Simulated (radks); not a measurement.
The numbers below are computed, except where a source is named.
Problem. These are the eigenvalues of the occupied orbitals of an atom or ion with whole-number occupations (eV). Level of theory: scalar-relativistic Kohn-Sham, PBE, spin-unpolarised, spherical densities, point nucleus (a radial shooting solver on a logarithmic mesh with Libxc functionals).

| orbital | eigenvalue |
|---|---|
| 1s | -11729.41 |
| 2s | -1496.565 |
| 2p | -1313.467 |
| 3s | -200.0784 |
| 3p | -143.4495 |
| 3d | -50.3991 |
| 4s | -23.3556 |
| 4p | -13.3398 |

Which element is it, and in what charge state? The configuration may be excited.

Solution. Z = 33, arsenic, charge +1: As+ in [Ar] 3d10 4s2 4p2. The list shows which subshells hold electrons but not how many an open one holds; the 1s level, -431.05 hartree, gives Z - s = 29.4 by -(Z - s)^2/2, which with screening and relativity narrows Z to a few neighbours, and the depths of the outer levels then fix element, charge and occupations together.
